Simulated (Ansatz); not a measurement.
Gas-phase electronic energies from Ansatz, PBE0-D4/def2-TZVP geometries. CCSD(T)/CBS adds triple-zeta CCSD(T) − MP2 to the extrapolated MP2 energy (def2 sets, frozen cores). This one scheme is used for every species, atoms too. DFT in def2-TZVPP. B3LYP here is the variant with VWN-RPA as its local correlation; programs differ in this. Open shells (•) are unrestricted, without spin–orbit coupling. Spin–orbit coupling would lower the free atoms: a little for C, O, Si. Each species was taken in one conformer, which may not be the lowest.

`O=C[SiH2][SiH2][SiH3]` → C• + 8 H• + O• + 3 Si•  (atomization)

```csv
level,ΔE (kJ/mol)
B3LYP-D4,4202.1
PBE0,4143.1
```

Question: What does CCSD(T)/CBS give? (Estimate.)

Answer: Ansatz gave: +4205.4 kJ/mol. The listed levels differ from it by -3.3, -62.3 kJ/mol.

Largest T1 diagnostic among the species: 0.016.

In def2-TZVPP, CCSD(T) changes the Hartree–Fock value by +1008.9 kJ/mol (the triples alone add +56.5 kJ/mol) and MP2 by +1012.5 kJ/mol; breaking electron pairs costs correlation energy, which Hartree–Fock lacks. The D4 term adds +52.9 kJ/mol with B3LYP and +28.3 kJ/mol with PBE0; it sums over pairs of atoms, weighted by their polarisabilities, and B3LYP, whose exchange is more repulsive, gets the larger term. From PBE to PBE0 (25 % exact exchange), in def2-TZVPP and without D4, ΔE moves by −49.7 kJ/mol: exact exchange takes away binding that semilocal exchange gives to molecules.

For atomizations the MP2-based limit and the directly extrapolated one differ by several kJ/mol either way, and by 10 to 25 for some Ge, Se and Sn compounds, so smaller differences from it don't rank the levels.
